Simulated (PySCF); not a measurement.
# Cost of excited-state runs on `ClC1=CCOCCO1`, C₅H₇ClO₂

Geometry:
```tsv
atom	x (Å)	y (Å)	z (Å)
Cl1	2.521	2.125	-0.464
C2	1.252	0.982	-0.142
C3	1.492	-0.316	-0.298
C4	0.570	-1.464	0.024
O5	-0.789	-1.297	-0.299
C6	-1.435	-0.271	0.410
C7	-1.113	1.115	-0.154
O8	0.141	1.632	0.257
H9	2.475	-0.601	-0.635
H10	0.667	-1.699	1.101
H11	0.885	-2.339	-0.548
H12	-1.175	-0.309	1.478
H13	-2.505	-0.457	0.290
H14	-1.153	1.061	-1.249
H15	-1.838	1.847	0.207
```

PySCF with density fitting, on 1 thread of an Arm Neoverse N1, shared host. Command: `OMP_NUM_THREADS=1 python excited_run.py task.json out`

Q: How long does this run take, and how much memory?
- magnetisability and related constants, wB97X-D/pcSseg-1; isotopologues; writes grids

A: 
```
                                  run             level  basis functions  wall time  peak memory (GiB)
magnetisability and related constants  wB97X-D/pcSseg-1              178       77 s               0.83
```
Times from a shared host are rough.
